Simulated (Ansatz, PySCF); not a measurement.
Gas-phase reaction (SMILES): FB(F)Cl + O (H2O) → OB(F)F + Cl (HCl); water cleaves one B-Cl bond, a model of a ligand-exchange step.

Each molecule is optimised on its own at B3LYP-D3(BJ)/def2-TZVP (Ansatz, a program for electronic structure), one conformer each, not searched for the lowest. Cores are frozen in the correlated levels unless marked. No spin-orbit coupling. Non-relativistic. CBS marks a two-point X^-3 extrapolation of the correlation energy; Hartree-Fock from the larger set. Thermal terms are rigid-rotor harmonic-oscillator values from B3LYP-D3(BJ) frequencies (Ansatz or PySCF) at 298.15 K and 1 atm. 1 Eh = 627.5095 kcal/mol.

```
species   E, CCSD(T)/CBS(cc-pV(T+d)Z,cc-pV(Q+d)Z) (Ansatz) (Eh)  E, wB97X-V/def2-TZVPD (Ansatz) (Eh)  H - E (Eh)  G - E (Eh)
--------  -----------------------------------------------------  -----------------------------------  ----------  ----------
FB(F)Cl                                              -684.31087                           -684.87151     0.01548    -0.01583
O (H2O)                                               -76.37426                            -76.43464     0.02495     0.00353
OB(F)F                                               -300.32806                           -300.57694     0.02926    -0.00168
Cl (HCl)                                             -460.37849                           -460.74931     0.01000    -0.01120
```

Task: Work out ΔE and ΔH, ΔG, ΔS and the equilibrium constant at 298.15 K at the first level, then ΔH at the second.

Result: 
1. ΔE = [(-300.32806) + (-460.37849)] - [(-684.31087) + (-76.37426)] = -0.02142 Eh = -13.4 kcal/mol at CCSD(T)/CBS(cc-pV(T+d)Z,cc-pV(Q+d)Z).
2. The terms H - E add up to -0.00117 Eh, so ΔH = (-0.02142 + (-0.00117))×627.5095 = -14.2 kcal/mol.
3. The terms G - E add up to -0.00058 Eh, so ΔG = -13.8 kcal/mol, and ΔS = (-0.00117 - (-0.00058))×627509.5/298.15 = -1.2 cal/(mol K).
4. log10 K = -ΔG/(RT ln 10) = 10.1, with RT ln 10 = 1.3642 kcal/mol.
5. At wB97X-V/def2-TZVPD the same steps give ΔE = -12.6 and ΔH = -13.3 kcal/mol, a shift of +0.9 from the first level.
6. These values are not checked against measurement here, since the tables used lack a sound gas-phase enthalpy of formation for at least one species.
